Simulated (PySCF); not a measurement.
C4F6, SMILES FC1=C(F)C(F)(F)C1(F)F. Heavy atoms are numbered as in [F:1][C:2]1=[C:3]([F:4])[C:5]([F:6])([F:7])[C:8]1([F:9])[F:10].

Geometry: B3LYP-D3(BJ)/def2-SVP.

Method: PySCF with r2SCAN/def2-SVP.

ESP charges are fitted to the potential on shells at 1.4 to 2.0 van der Waals radii. Atomic charges (e), one atom of each kind:

| atom | ESP fit | Löwdin | meta-Löwdin |
|---|---|---|---|
| F1 | -0.05 | 0.00 | -0.19 |
| C2 | 0.03 | 0.02 | 0.21 |
| C5 | 0.42 | 0.11 | 0.50 |
| F6 | -0.20 | -0.06 | -0.26 |

Computed Mayer and Wiberg (Löwdin basis) orders of the bonds:
```tsv
bond	Mayer	Wiberg
F1–C2	1.19	1.38
C2–C3	1.63	1.69
C3–F4	1.19	1.38
C3–C5	0.97	1.01
C5–F6	1.08	1.29
C5–F7	1.08	1.29
C2–C8	0.97	1.01
C5–C8	0.86	0.91
C8–F9	1.08	1.29
C8–F10	1.08	1.29
```
